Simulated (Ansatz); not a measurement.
Species: BNH₂, charge 0, triplet. This triplet is an excited state, 4.3 eV above the singlet at CCSD(T)/cc-pV5Z (Ansatz, a quantum-chemistry and plane-wave program). BNH2 (parent SMILES N=B, triplet).
B3LYP-D3(BJ)/def2-TZVP minimum from Ansatz:
```
N
H 1 1.0139
B 1 1.3790 2 138.96
H 3 1.2126 1 113.47 2 -12.85
```
Charge 0, spin multiplicity 3.

Total energies in cc-pVDZ, 10 correlated electrons, 2 frozen orbitals. UHF or UKS for unpaired electrons; spin-orbit terms are left out. Correlated methods leave the cores frozen. No relativity. The spin of H2BN (parent SMILES B=N, triplet) was assumed, and the state is the lowest solution found for it.

```csv
method,program,energy (Eh),minus CCSDTQ (mEh)
HF,Ansatz,-80.19452,234.21
MP2,Ansatz,-80.39102,37.70
CCSD,Ansatz,-80.42041,8.32
CCSD(T),Ansatz,-80.42690,1.82
CCSDT(Q),Ansatz,-80.42875,-0.03
CCSDTQ,Ansatz,-80.42872,0.00
```

Rough core times of Ansatz's runs on a shared machine: CCSD(T) under 20 s, CCSDT(Q) 40 s, CCSDTQ 2 h.
